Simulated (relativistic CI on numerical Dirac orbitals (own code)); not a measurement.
## Re⁵⁺: L2,3 absorption edge

Computed with this model: Dirac-Coulomb-Breit CI, orbitals from a KLI potential per configuration, QED by a radiative potential, valence Slater integrals scaled by 0.8, multiplet model of core-to-valence dipole absorption; configurations [Xe] 4f14 5d2 → [He] 2s2 2p5 3s2 3p6 3d10 4s2 4p6 4d10 4f14 5s2 5p6 5d3; 80 K; Lorentzian 3 eV and Gaussian 1 eV FWHM. Energies are those of the free ion, without screening or charge transfer. The branching ratio is the share of the lower-energy edge in the whole absorption, uncertain by about 0.02 where the edges overlap. S is read from ⟨S²⟩ = S(S + 1).

Field parameters in Wybourne normalisation: Oh B⁴₀ = 21Dq, B⁴₄ = √(5/14) B⁴₀. The field is a parameter set, without covalency.

free ion: ground-state S = 0.93, centroid 10803.98 eV, branching ratio 0.815. Peaks (eV, height): 10540.5 (100), 11963.0 (22).

Oh, 10Dq = 22550 cm⁻¹: ground-state S = 0.96, centroid 10856.77 eV, branching ratio 0.778. Peaks (eV, height): 10541.0 (100), 11964.0 (25).

Oh, 10Dq = 35100 cm⁻¹: ground-state S = 0.96, centroid 10872.66 eV, branching ratio 0.767. Peaks (eV, height): 10539.0 (78), 10542.0 (100), 11963.0 (26), 11966.0 (24).

The statistical ratio of this edge is 2/3 = 0.667. Values above it arise where the holes sit mainly in the j = l + 1/2 valence subshell or the ground state has high spin; values below it where core-valence Coulomb terms move weight to the upper edge, as in nearly empty shells. At deep edges of heavy elements the radial integrals of the two core levels differ, which raises the baseline.

Strongest unbroadened transitions for Oh, 10Dq = 35100 cm⁻¹:

| Energy (eV) | Relative strength |
| --- | --- |
| 10537.07 | 97.3 |
| 10538.77 | 35.2 |
| 10538.84 | 83.1 |
| 10538.91 | 88.8 |
| 10541.35 | 39.2 |
| 10541.54 | 39.6 |
| 10541.55 | 100.0 |
| 10541.57 | 28.1 |
| 10542.31 | 71.1 |
| 10543.03 | 30.5 |
| 10543.06 | 38.4 |
| 10543.13 | 22.8 |
| 10543.27 | 21.4 |
| 11961.46 | 38.5 |
| 11961.63 | 33.9 |
| 11963.15 | 23.3 |
| 11963.27 | 34.5 |
| 11966.86 | 25.4 |
